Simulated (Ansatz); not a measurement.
The cluster Li₂I₂⁻, relaxed as a doublet with UKS r2SCAN-D4/def2-TZVPD in Ansatz, starting from the GFN1-xTB geometry. Force threshold 0.02 eV/Å.

In the def2 sets I takes a core potential; there is no spin–orbit coupling. Another isomer (doublet) lies 0.14 eV lower at PBE0-D4/def2-TZVPD; other spin states weren't run for this one.

Start:

```
atom   x (Å)   y (Å)   z (Å)
 Li1  -0.128  -1.063   0.732
 Li2  -0.025   1.078  -0.724
  I3   0.218   3.061  -2.111
  I4  -0.065  -3.075   2.102
```

```csv
step,energy (eV),largest force component (eV/Å),SCF passes
1,-16623.3855,0.390,14
2,-16623.5506,0.211,19
3,-16623.5987,0.055,19
4,-16623.6004,0.003,19
5,-16623.6007,0.013,20
```

Force components are those of the run's own axes.

End:

```
atom    x (Å)    y (Å)    z (Å)
 Li1  -0.0730  -1.3352   0.9163
 Li2   0.0513   1.3370  -0.9149
  I3   0.1690   3.4135  -2.3420
  I4  -0.1473  -3.4153   2.3406
```

Bonds lost: Li1–Li2 (atoms count from 1).

The force fell under the threshold at step 4, but the optimiser went on. No frequencies were taken in this run, so the end may be a saddle point.

It took 15 s on 4 threads of Arm Neoverse V1 on a shared host.
